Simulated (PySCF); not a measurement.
**Atomic charges by several schemes**

Compound: C4H8O5Si.
Cartesian coordinates in Å at the GFN2-xTB level; atoms count from 1:
```xyz
18
C4H8O5Si angstrom
C     -3.666    0.167   -0.942
C     -2.501    0.580   -0.086
O     -2.536    1.437    0.756
O     -1.401   -0.101   -0.364
Si     0.026    0.208    0.399
O      0.891   -0.912   -0.385
C      2.220   -1.229   -0.192
C      3.204   -0.250   -0.812
O      4.371   -0.492   -0.963
O      2.650    0.909   -1.151
H     -4.590    0.565   -0.532
H     -3.516    0.563   -1.945
H     -3.708   -0.916   -1.008
H      0.436    1.583    0.165
H     -0.077   -0.114    1.820
H      2.468   -1.281    0.877
H      2.411   -2.214   -0.632
H      3.309    1.503   -1.546
```

Density: PBE0/pcSseg-1 (PySCF); schemes: Mulliken, IAO, Hirshfeld and ESP-fitted. Isolated species at its GFN2-xTB geometry (one conformer only).

Question: Tabulate the Mulliken, IAO, Hirshfeld and ESP-fitted charges.

Answer: In e:

```
atom                               environment  Mulliken     IAO  Hirshfeld  ESP-fitted
  C1          methyl carbon next to a carbonyl    -0.238  -0.475     -0.120      -0.706
  C2                           carbonyl carbon    +0.401  +0.540     +0.226      +0.967
  O3                           carbonyl oxygen    -0.411  -0.459     -0.259      -0.595
  O4  oxygen singly bound to a carbonyl carbon    -0.550  -0.587     -0.186      -0.571
 Si5                      oxygen-bound silicon    +0.920  +1.210     +0.436      +0.774
  O6                        silyl ether oxygen    -0.601  -0.627     -0.221      -0.331
  C7                sp3 carbon bound to oxygen    +0.095  -0.099     +0.010      -0.178
  C8                    carboxylic acid carbon    +0.388  +0.519     +0.211      +0.734
  O9                      acid carbonyl oxygen    -0.402  -0.464     -0.276      -0.566
 O10                      acid hydroxyl oxygen    -0.358  -0.467     -0.149      -0.551
 H11                           methyl hydrogen    +0.140  +0.170     +0.056      +0.184
 H12                           methyl hydrogen    +0.148  +0.175     +0.061      +0.201
 H13                           methyl hydrogen    +0.142  +0.171     +0.056      +0.198
 H14                             Si–H hydrogen    -0.102  -0.152     -0.082      -0.121
 H15                             Si–H hydrogen    -0.125  -0.166     -0.080      -0.125
 H16                        methylene hydrogen    +0.139  +0.150     +0.055      +0.112
 H17                        methylene hydrogen    +0.161  +0.182     +0.065      +0.149
 H18                               acid proton    +0.252  +0.379     +0.197      +0.424
```

Mean size of the charges over all atoms: ESP-fitted 0.416 e, IAO 0.388 e, Mulliken 0.310 e, Hirshfeld 0.153 e. Each set sums to the total charge, 0, to within 0.001 e. The Mulliken scheme counts on each atom the diagonal of the density matrix times the overlap matrix over that atom's basis functions.

Lowest charge. The schemes don't all agree: Mulliken O6 (-0.601); IAO O6 (-0.627); Hirshfeld O9 (-0.276); ESP-fitted C1 (-0.706).

Highest charge. The schemes don't all agree: Mulliken Si5 (+0.920); IAO Si5 (+1.210); Hirshfeld Si5 (+0.436); ESP-fitted C2 (+0.967).

Question: Sum the charges by element, for elements with more than one atom.

Answer: 
| element | atoms | Mulliken | IAO | Hirshfeld | ESP-fitted |
| --- | --- | --- | --- | --- | --- |
| C | 4 | +0.646 | +0.485 | +0.327 | +0.816 |
| O | 5 | -2.321 | -2.605 | -1.091 | -2.613 |
| H | 8 | +0.756 | +0.910 | +0.328 | +1.022 |

Question: How closely do the schemes follow one another over all atoms?

Answer: Correlation coefficient and root-mean-square difference: Mulliken with IAO 0.98, 0.120 e; IAO with Hirshfeld 0.98, 0.292 e; Mulliken with Hirshfeld 0.97, 0.200 e; IAO with ESP-fitted 0.93, 0.184 e; Hirshfeld with ESP-fitted 0.92, 0.329 e; Mulliken with ESP-fitted 0.89, 0.232 e.
